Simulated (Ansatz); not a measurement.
Reaction (hydrogenolysis of the Sn–F bond): `[F][SnH]([Cl])[Cl]` + H₂ → `[Cl][SnH2][Cl]` + H–F

Calculated with Ansatz (gas phase, PBE0-D4/def2-TZVP geometries, no zero-point term in ΔE). CCSD(T)/CBS is the MP2 limit (def2-TZVPP, def2-QZVPP) plus CCSD(T) − MP2 in def2-TZVPP, frozen cores. This one scheme is used for every species. Functionals use def2-TZVPP. def2 core potentials past Kr. For Sn outer-core shells are correlated without core-valence functions, which leaves a few kJ/mol of doubt a bond.

`[F][SnH]([Cl])[Cl]`:

Cartesian coordinates in Å:
```
F 1.670 -0.713 0.500
Sn -0.031 -0.116 -0.102
Cl -1.329 0.037 1.781
Cl 0.318 1.994 -0.929
H -0.628 -1.203 -1.250
```

H₂:

```xyz
2

H    -0.071    0.366    0.016
H     0.071   -0.366   -0.016
```

`[Cl][SnH2][Cl]`:

Cartesian coordinates in Å:
```
Cl 2.076 0.273 0.668
Sn -0.158 -0.020 0.133
Cl -0.284 -0.052 -2.179
H -1.004 1.345 0.679
H -0.630 -1.546 0.699
```

H–F:

```xyz
2

F     0.014    0.439   -0.137
H    -0.014   -0.439    0.137
```

| level | ΔE (kJ/mol) |
| --- | --- |
| B2PLYP | 33.9 |
| PBE-QIDH | 23.0 |
| MP2/def2-SVP | 35.6 |
| CCSD/CBS(def2) | 27.6 |

(1) What does CCSD(T)/CBS give? (Estimate.)

(2) What do rigid-rotor, harmonic-oscillator terms from PBE0-D4/def2-TZVP frequencies (298.15 K, 1 bar) make of the CCSD(T)/CBS value? (Best estimate.)

Largest T1 diagnostic among the species: 0.012.

Answers

(1) Ansatz gave: +31.6 kJ/mol. The listed levels differ from it by 2.3, -8.6, 4.0, -4.0 kJ/mol.

(2) Computed: ΔZPE = +11.3 kJ/mol, ΔH = +40.2 kJ/mol, ΔS = 14 J/(mol·K), ΔG = +36.1 kJ/mol.

From r2SCAN to r2SCAN0 (25 % exact exchange), in def2-TZVPP and without D4, ΔE moves by −11.3 kJ/mol. In def2-TZVPP, CCSD(T) changes the Hartree–Fock value by +3.4 kJ/mol (the triples alone add +4.0 kJ/mol) and MP2 by +6.4 kJ/mol. Leaving LDA and LC-ωPBE aside and taking each functional with its dispersion term where it has one, the values, not all of them listed here, spread over 22.1 kJ/mol, from PBE-QIDH to BLYP-D4. LDA lies −11.2 kJ/mol from PBE without D4.
